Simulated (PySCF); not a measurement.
How the method changes the constants of ReO

State: ⁶Σ⁺ (sextet), unpaired electrons σ ↑, π ↑↑, δ ↑↑. Set-up: basis Re def2-TZVPP with ECP60, O def2-TZVPP; scalar-relativistic core potentials; PySCF 2.14. De refers to Re (5d5 6s2) + O in their high-spin ground configurations, without counterpoise correction. The functionals are run spin-unrestricted. A positive dipole means Re(−)O(+). Levels whose curve was spin-contaminated or gave no clean fit are not listed.

| Level | Re (Å) | ωe (cm⁻¹) | De (eV) | μ (D) | CPU s a point (SCF and correlation, without the integrals) |
| --- | --- | --- | --- | --- | --- |
| ROHF | 1.711 | 1001 | n/a | -4.67 | 0.67 |
| ROHF-MP2 | 1.733 | 944 | n/a | n/a | 1.2 |
| ROHF-SCS-MP2 | 1.736 | 940 | n/a | n/a | n/a |
| PBE | 1.745 | 906 | 5.87 | -3.06 | 0.99 |
| BLYP | 1.762 | 877 | 5.41 | -3.17 | 0.66 |
| r²SCAN | 1.736 | 935 | 5.53 | -3.28 | 1.3 |
| M06-L | 1.747 | 898 | 4.48 | -3.52 | 4.1 |
| PBE0 | 1.727 | 951 | 5.04 | -3.49 | 2.1 |
| HSE06 | 1.729 | 944 | 5.00 | -3.50 | 2 |
| M06-2X | 1.720 | 975 | 4.39 | -3.52 | 5.3 |

The bond length runs from 1.711 Å (ROHF) to 1.762 Å (BLYP). De spans 4.39 eV (M06-2X, hybrid meta-GGA) to 5.87 eV (PBE, GGA).

Correlated steps freeze 1 core orbital. The metal atom is held in its measured ground configuration; semilocal functionals can put another filling of s and d lower by some tenths of an eV, and De to that atom would be smaller. These are scalar-relativistic numbers at best; spin–orbit coupling would shift them, the dissociation energy most. With d or f electrons several states lie close, and the lowest PBE0 determinant need not be the measured ground state.

The whole job (state search and all levels along the bond) took about 6.4 min on 1 thread of Intel Xeon Platinum 8375C @ 2.90GHz (shared host), peak memory 2 GiB.
